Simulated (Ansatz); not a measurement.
Consider the ligand exchange at the Si–I bond: `Cl[SiH2]I` + `S[SiH2]Cl` → `Cl[SiH2]S[SiH2]Cl` + HI.

Program: Ansatz. Geometries: PBE0-D4/def2-TZVP. ΔE: electronic, gas phase. CCSD(T)/CBS is the MP2 limit (def2-TZVPP, def2-QZVPP) plus CCSD(T) − MP2 in def2-TZVPP, frozen cores. Functionals use def2-TZVPP. Elements past krypton have def2 core potentials. For I outer-core shells are correlated without core-valence functions, which leaves a few kJ/mol of doubt a bond. Each species was taken in one conformer, which may not be the lowest.

(1) Is it downhill or uphill in electronic energy at CCSD(T)/CBS, and by how much? (An estimate is asked.)

(2) What do these levels give: ωB97X-V, ωB97M-V, PBE0, HF/def2-TZVPP, MP2/def2-TZVPP, HF/def2-QZVPP? (Estimate.)

Largest T1 diagnostic among the species: 0.010.

## Answers

(1) The calculation gave: Uphill: ΔE = +4.2 kcal/mol.

(2) Ansatz gave: ωB97X-V 3.7, ωB97M-V 3.4, PBE0 5.2, HF/def2-TZVPP 6.6, MP2/def2-TZVPP 3.7, HF/def2-QZVPP 6.8 kcal/mol.

In def2-TZVPP, CCSD(T) changes the Hartree–Fock value by −3.5 kcal/mol (the triples alone add −0.5 kcal/mol) and MP2 by −2.9 kcal/mol. The D4 term adds −2.7 kcal/mol with B3LYP and −1.5 kcal/mol with PBE0; it sums over pairs of atoms, weighted by their polarisabilities, and B3LYP, whose exchange is more repulsive, gets the larger term.

B3LYP here is the variant with VWN-RPA as its local correlation; programs differ in this.
